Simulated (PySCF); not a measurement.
ClZn (SMILES [Cl][Zn]), doublet, geometry from GFN2-xTB (such geometries of metal compounds can be far from the true shape) (the spin is typed, not shown lowest), with bond 2-1 at 1.5 times its length.

Input for PySCF:
```python
from pyscf import gto, scf, dft

mol = gto.M(
    atom='''
Zn   -0.00000000   -0.00000000   -0.79897282
Cl    0.00000000    0.00000000    2.51441447
''',
    basis='cc-pvdz',
    spin=1,
    verbose=4,
)

mf = dft.UKS(mol)
mf.xc = 'b3lyp'
mf.kernel()
mo_i, mo_e, stable_i, stable_e = mf.stability(internal=True, external=False, return_status=True, nroots=6, tol=1e-6)
print('internally stable:', stable_i, ' externally stable:', stable_e)
if not stable_i:
    umf = mf.copy()
    umf.scf_summary = {}
    umf.kernel(umf.make_rdm1(mo_i, mf.mo_occ))
```

**Question.** Estimate the dipole moment that B3LYP/cc-pVDZ run with PySCF returns for this input.

**Answer.** 4.23 D

**Question.** Estimate the <S^2> that B3LYP/cc-pVDZ returns for this input.

**Answer.** 0.758

**Question.** What is the computed Mulliken (on the basis functions themselves) charges in atom order (B3LYP/cc-pVDZ)?

**Answer.** Zn1 0.27, Cl2 -0.27

These values belong to the state on which the SCF converged, which isn't shown to be the lowest.
